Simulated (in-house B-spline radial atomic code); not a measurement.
Results of a calculation; reference values are marked as such.
# Two electrons in Si: a spherical dot of radius 9.69 nm with hard walls

For Si the NSM archive of the Ioffe Institute lists m_l = 0.98 m0, m_t = 0.19 m0 and ε = 11.7; the model takes one isotropic valley with the conductivity mass 3/(1/m_l + 2/m_t) = 0.26 m0, and so misses anisotropy and the other valleys. All triplets below are those of one valley; with several valleys two electrons can form a triplet in the 1s orbital itself, at an energy set by the valley splitting.

Effective-mass model with parabolic bands, a uniform dielectric constant, no image charges, no central-cell or spin-orbit terms. Two-electron levels come from full CI in B-splines with partial waves to l = 5 (up to 0.001 effective hartree above the limit).

Task: What are the effective units, and what is the potential in them?

Result: Ha* = 27211.386 meV × 0.26/11.7² = 51.68 meV and a* = 0.0529177 nm × 11.7/0.26 = 2.381 nm. The radius is R = 4.07 a*. The one-electron levels are π²/2R² = 0.2979 and 4.4934²/2R² = 0.6094 Ha*.

In these units the lowest s and p orbitals lie at 0.297907 and 0.609443, and their Coulomb and exchange integrals are J_ss = 0.438839, J_sp = 0.397955 and K_sp = 0.08837. (For an empty sphere J_ss = 1.786/R.) Full CI gives 0.981542 for the ground singlet, 1.204483 for the sp triplet, 1.334947 for the sp singlet and 1.844154 for the lowest triplet of two s orbitals.

Task: What does it cost to add the second electron, to first order and exactly?

Result: To first order E = 2ε_s + J_ss = 1.034653, so the charging energy E(2) − 2E(1) is J_ss = 22.68 meV. CI gives 0.981542 − 2 × (0.297907) = 0.385728, or 19.94 meV: relaxation and correlation lower it by 2.745 meV, 12.1 % of J_ss. The s² configuration of one-electron orbitals holds 94.5 % of the state, and the mean radius is 5.13 nm.

Task: How far above the singlet do the triplets lie?

Result: To first order the sp triplet lies at ε_s + ε_p + J_sp − K_sp = 1.216938, which is 9.421 meV above 2ε_s + J_ss. CI gives 1.204483 − (0.981542) = 0.222941, or 11.52 meV, 72 % of the orbital spacing of 16.1 meV. The ss triplet lies 44.58 meV up, so the lower of the two is the sp one, and its gap equals k_BT at 134 K. The sp singlet-triplet splitting is 6.743 meV, against 2K_sp = 9.134 meV.
